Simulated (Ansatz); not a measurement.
`[AlH2][SiH2][SiH2][GaH2]` + H₂ → `[AlH3]` + `[SiH3][SiH2][GaH2]` at 500 K and 1 bar (hydrogenolysis of the Al–Si bond).

Calculated with Ansatz (gas phase, PBE0-D4/def2-TZVP geometries, no zero-point term in ΔE). CCSD(T)/CBS adds triple-zeta CCSD(T) − MP2 to the extrapolated MP2 energy (def2 sets, frozen cores). This one scheme is used for every species. For Ga outer-core shells are correlated without core-valence functions, which leaves a few kJ/mol of doubt a bond. Scalar relativity is left out up to krypton. Each species was taken in one conformer, which may not be the lowest.

```
                   species  CCSD(T)/CBS energy (Eh)  H − E (kJ/mol)  S (J/(mol·K))
`[AlH2][SiH2][SiH2][GaH2]`              -2748.88302           224.0          525.8
                        H₂                 -1.17544            41.0          145.5
                  `[AlH3]`               -243.78045            68.7          232.2
      `[SiH3][SiH2][GaH2]`              -2506.27760           193.7          437.7
```

H − E and S are ideal-gas, rigid-rotor, harmonic terms from PBE0-D4/def2-TZVP, for one conformer and one mirror image of each species. The MP2-based limit puts H₂ 0.8 mEh under its directly extrapolated value; such offsets cancel only in part. 1 Eh = 2625.50 kJ/mol, R = 8.31446 J/(mol·K).

Task: By hand: ΔE, ΔH, ΔS and ΔG.

Result: ΔE = (-243.78045) + (-2506.27760) − (-2748.88302) − (-1.17544) = 0.00041 Eh = 1.1 kJ/mol. Δ(H − E) = 68.7 + 193.7 − 224.0 − 41.0 = -2.6, so ΔH = -1.5 kJ/mol. ΔS = 232.2 + 437.7 − 525.8 − 145.5 = -1.4 J/(mol·K). ΔG = -1.5 − 500 × (-1.4)/1000 = -0.8 kJ/mol.

Task: By hand: the equilibrium constant, and the temperature at which ΔG would vanish if ΔH and ΔS stayed fixed.

Result: log₁₀ K = −ΔG/(RT ln 10) = 0.1. ΔG = 0 at ΔH/ΔS = 1071 K, though so small a ΔH makes that figure unsure.

TΔS isn't small against ΔH here. The sign of ΔG lies within the doubt. A doubt of 5 kJ/mol in ΔE shifts log₁₀ K by 0.5 here. Other conformers and mirror images would add mixing entropy, several J/(mol·K) or more a flexible species. Modes under 60 cm⁻¹, often nearly free rotors, make the harmonic entropy too high. These are equilibria of isolated gas molecules and say nothing of rates. Largest T1 diagnostic: 0.014 (customary marks: 0.02 for closed shells, 0.045 for open ones).
